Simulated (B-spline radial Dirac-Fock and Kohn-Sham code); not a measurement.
In the model described below, an M2 (3p1/2) vacancy in the Pm⁺ ion, [Xe] 4f4 5d1 6s1 (an excited configuration), lives for 0.094 fs, which corresponds to a natural width of 6.99 eV. Out of 1000 such holes, about 1.5 decay by emitting a photon, 895 by a Coster-Kronig transition that moves the hole within the M shell, and the rest by ordinary Auger emission. The strongest X-ray line is M2-N4 at 1344.7 eV, with 65 % of the radiative rate. The strongest electron group is M2-M4N3 near 130 eV, with 14 % of the non-radiative rate. The Coster-Kronig yields by final subshell (the deeper hole where both stay in the shell) are M3 0.056, M4 0.663, M5 0.176. Independent-particle models tend to overestimate Coster-Kronig rates.

The computed values come from a B-spline atomic structure program: independent-particle radiative and Coulomb Auger rates from relativistic LDA hole-state orbitals, with Dirac-Fock energies.
